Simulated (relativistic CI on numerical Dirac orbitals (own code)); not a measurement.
**Radial parameters of Dy56+**

Method of calculation: Dirac-Coulomb-Breit CI, KLI orbitals optimised for each configuration, a model potential for QED, unscaled Slater integrals (own radial code, finite nucleus).

Slater integrals F^k, G^k are unscaled and averaged over j, outside the closed core 1s2; ζ comes from projecting the Hamiltonian with its Breit term on Σ l·s of the shell.

- 2s²2p⁵3s: ζ(2p) = 4.414e+06, G^1(2p,3s) = 129960 cm⁻¹; <r>(2p) = 0.07695, <r^2>(2p) = 0.007215, <r>(3s) = 0.2083, <r^2>(3s) = 0.04956 (bohr units).
- 2s²2p⁵3p: ζ(2p) = 4.4127e+06, F^2(2p,3p) = 341400, G^0(2p,3p) = 136080, G^2(2p,3p) = 149330, ζ(3p) = 1.2043e+06 cm⁻¹; <r>(2p) = 0.07698, <r^2>(2p) = 0.007223, <r>(3p) = 0.202, <r^2>(3p) = 0.04725 (bohr units).
- 2s²2p⁵3d: ζ(2p) = 4.4162e+06, F^2(2p,3d) = 448280, G^1(2p,3d) = 425460, G^3(2p,3d) = 246180, ζ(3d) = 171050 cm⁻¹; <r>(2p) = 0.07699, <r^2>(2p) = 0.007224, <r>(3d) = 0.177, <r^2>(3d) = 0.03601 (bohr units).

Averages of the first 10 configurations, taken without configuration mixing, which lowers the lowest level and can move excited configurations by several eV; other configurations of the list can lie among them:

```tsv
Configuration	Parity	States	Average energy above the lowest level (eV)
2s²2p⁶	even	1	0.2
2s²2p⁵3s	odd	12	6794.0
2s²2p⁵3p	even	36	7068.9
2s²2p⁵3d	odd	60	7321.0
2s2p⁶3s	even	4	7755.4
2s2p⁶3p	odd	12	8025.6
2s2p⁶3d	even	20	8277.5
2s²2p⁵4s	odd	12	9319.1
2s²2p⁵4p	even	36	9432.3
2s²2p⁵4d	odd	60	9532.1
```
